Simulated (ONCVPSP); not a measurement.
**chlorine (Cl), ONCV: configuration errors across variants**

Cl, optimised norm-conserving Vanderbilt (ONCV), made with ONCVPSP 4.0.1 (PBE, scalar-relativistic). Core [Ne], reference 3s2 3p5. Waves: 3s: rc 1.15 bohr, ncon 4, nbas 9, qcut 6 1/bohr, 1 projector; 3p: rc 1.55 bohr, ncon 3, nbas 6, qcut 5 1/bohr, 2 projectors, debl 0.4 Ha; d scattering state at 0.26 Ha: rc 1.30 bohr, ncon 4, nbas 7, qcut 8.6 1/bohr, 2 projectors, debl 3.5 Ha. Local part: polynomial inside 0.90 bohr (lpopt 2, dvloc0 -1 Ha). Core correction: polynomial model core, fcfact 0.4.

All-electron excitation energies from the reference (eV): (1) 3s2 3p4 13.875; (2) 3s2 3p3 39.322; (3) 3s2 3p2 77.630; (4) 3s2 3p4.5 5.583.

2 further variants failed, have other tests or too few solved ones, and are left out.

Errors AE − PS in meV (a dash: test not solved or not reliable):

| change | (1) | (2) | (3) | (4) | bound ghosts | GHOST(+) flags above zero |
| --- | --- | --- | --- | --- | --- | --- |
| base | +1.6 | +15 | +60 | +0.1 | none | none |
| all radii but the core radius scaled by about 0.94 (s 1.08, p 1.44, d 1.22 bohr); local potential polynomial inside 0.84 bohr (lpopt 2, dvloc0 -1 Ha) | +2.3 | +20 | +77 | +0.3 | none | s |
| all radii but the core radius scaled by about 1.04 (s 1.20, p 1.62, d 1.36 bohr); local potential polynomial inside 0.94 bohr (lpopt 2, dvloc0 -1 Ha) | +1.1 | +13 | +51 | 0.0 | none | none |
| all radii but the core radius scaled by about 1.11 (s 1.28, p 1.72, d 1.44 bohr); local potential polynomial inside 1.00 bohr (lpopt 2, dvloc0 -1 Ha) | +0.6 | +9.7 | +42 | -0.1 | none | none |
| all radii but the core radius scaled by about 1.19 (s 1.36, p 1.84, d 1.54 bohr); local potential polynomial inside 1.08 bohr (lpopt 2, dvloc0 -1 Ha) | +0.1 | +7.1 | +33 | -0.3 | none | none |
| all radii but the core radius scaled by about 1.30 (s 1.50, p 2.02, d 1.70 bohr); local potential polynomial inside 1.18 bohr (lpopt 2, dvloc0 -1 Ha) | 0.0 | +6.7 | +33 | -0.3 | none | none |

Q: Give the same row for: all radii but the core radius scaled by about 1.26 (s 1.46, p 1.96, d 1.64 bohr); local potential polynomial inside 1.14 bohr (lpopt 2, dvloc0 -1 Ha).

A: 0.0, +6.4, +32, -0.3; bound ghosts: none; GHOST(+) flags above zero: none.
